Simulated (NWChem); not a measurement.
## Excited singlets of HGeI by symmetry

```xyz
3

Ge    -1.0606     1.1590     0.0000
H      0.0767     2.2834     0.0000
I      0.6389    -0.7429     0.0000
```
Charge 0, spin multiplicity 1.

Everything below was run with NWChem. The geometry was optimised at PBE0/def2-SVP with def2 effective core potentials on I, a minimum by its harmonic frequencies.

Basis set: def2-SVPD. Symmetry labels belong to the abelian group Cs used in the runs, with the axes of the coordinates shown. Entries are the lowest vertical excitation energy of each symmetry in eV (for CIS and TDDFT among the lowest few roots); a state of one symmetry need not have the same character in every method. Symmetries that some method's roots don't reach, or where a double excitation leads the EOM-CCSD root, are left out.

Effective core potentials replace the inner electrons of I; spin-orbit coupling is left out. The correlated methods keep 13 core orbitals frozen. B3LYP has NWChem's definition, with VWN1-RPA local correlation. The structure started from a generated list of species. No row is a measurement; the coupled-cluster row has its own basis-set and correlation limits.

```json
[
 {"method": "CIS", "a\"": "2.88", "a'": "5.08"},
 {"method": "TD-PBE", "a\"": "2.12", "a'": "3.72"},
 {"method": "TD-B3LYP", "a\"": "2.29", "a'": "3.87"},
 {"method": "EOM-CCSD", "a\"": "2.53", "a'": "4.12"}
]
```
